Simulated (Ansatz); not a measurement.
Cost and result for the atomization energy of `OB(O)O[Si](Cl)(Cl)Cl` (10 atoms, 9 bonds).

Z-matrix (Å, degrees):
```
Si
Cl 1 2.024
O 1 1.614 2 106.9
Cl 1 2.024 2 109.2 3 120.2
Cl 1 2.024 2 109.2 3 -120.2
B 3 1.378 1 135.2 2 -180.0
O 6 1.360 3 120.0 1 179.9
O 6 1.356 3 119.1 1 -0.1
H 7 0.960 6 112.9 3 -0.0
H 8 0.960 6 112.8 3 180.0
```

The species carries charge 0 and has multiplicity 1. The structure was optimised at the PBE0-D4/def2-TZVP level. It is one conformer, not always the lowest. Program: Ansatz. All runs use 2 threads of an AMD EPYC 7R13 on a shared host and a share of an NVIDIA H100 80 GB. Times are those of one run each, without the atoms' runs, and a repeat can differ threefold. Electronic energies, without spin–orbit coupling; frozen cores. CCSD(T)/CBS adds CCSD(T) − MP2 in def2-TZVPP to the MP2 limit, and its time is that of the two runs behind it. T1 = 0.011. B3LYP takes the VWN-RPA correlation (the form of Gaussian; ORCA's B3LYP/G).

CCSD(T)/CBS is a level of theory with its own doubt, some kJ/mol a heavy atom from the limit and from the frozen cores, so smaller differences don't rank the functionals.

```json
{"level": "B3LYP-D4/def2-TZVPP (with forces)", "functions": "320", "wall time": "3.4 s", "atomization (kcal/mol)": "1004.8", "difference from CCSD(T)/CBS": "-13.6", "per bond": "-1.5"}
{"level": "B2PLYP/def2-TZVPP", "functions": "320", "wall time": "3.4 s", "atomization (kcal/mol)": "1000.0", "difference from CCSD(T)/CBS": "-18.4", "per bond": "-2.0"}
{"level": "PBE0-D4/def2-TZVPP", "functions": "320", "wall time": "3.6 s", "atomization (kcal/mol)": "1014.5", "difference from CCSD(T)/CBS": "-3.9", "per bond": "-0.4"}
{"level": "ωB97X-V/def2-TZVPP", "functions": "320", "wall time": "3.7 s", "atomization (kcal/mol)": "1018.0", "difference from CCSD(T)/CBS": "-0.4", "per bond": "-0.1"}
{"level": "PBE-D4/def2-TZVPP (with forces)", "functions": "320", "wall time": "4 s", "atomization (kcal/mol)": "1038.3", "difference from CCSD(T)/CBS": "19.9", "per bond": "2.2"}
{"level": "MP2/def2-QZVPP", "functions": "568", "wall time": "4.3 s", "atomization (kcal/mol)": "1052.8", "difference from CCSD(T)/CBS": "34.4", "per bond": "3.8"}
{"level": "ωB97M-V/def2-TZVPP (with forces)", "functions": "320", "wall time": "4.4 s", "atomization (kcal/mol)": "1023.9", "difference from CCSD(T)/CBS": "5.5", "per bond": "0.6"}
{"level": "r2SCAN-D4/def2-TZVPP (with forces)", "functions": "320", "wall time": "4.6 s", "atomization (kcal/mol)": "1025.9", "difference from CCSD(T)/CBS": "7.5", "per bond": "0.8"}
{"level": "CCSD(T)/def2-TZVPP", "functions": "320", "wall time": "10 s", "atomization (kcal/mol)": "984.2", "difference from CCSD(T)/CBS": "-34.2", "per bond": "-3.8"}
{"level": "CCSD(T)/CBS(def2)", "functions": "–", "wall time": "14 s", "atomization (kcal/mol)": "1018.4", "difference from CCSD(T)/CBS": "0.0", "per bond": "0.0"}
```

The D4 term adds +14.8 kcal/mol with B3LYP and +7.9 kcal/mol with PBE0; it sums over pairs of atoms, weighted by their polarisabilities, and B3LYP, whose exchange is more repulsive, gets the larger term. From PBE to PBE0 (25 % exact exchange), in def2-TZVPP and without D4, the atomization energy moves by −22.5 kcal/mol: exact exchange takes away binding that semilocal exchange gives to molecules. In def2-TZVPP, CCSD(T) changes the Hartree–Fock value by +246.7 kcal/mol (the triples alone add +20.1 kcal/mol) and MP2 by +294.9 kcal/mol; breaking electron pairs costs correlation energy, which Hartree–Fock lacks.
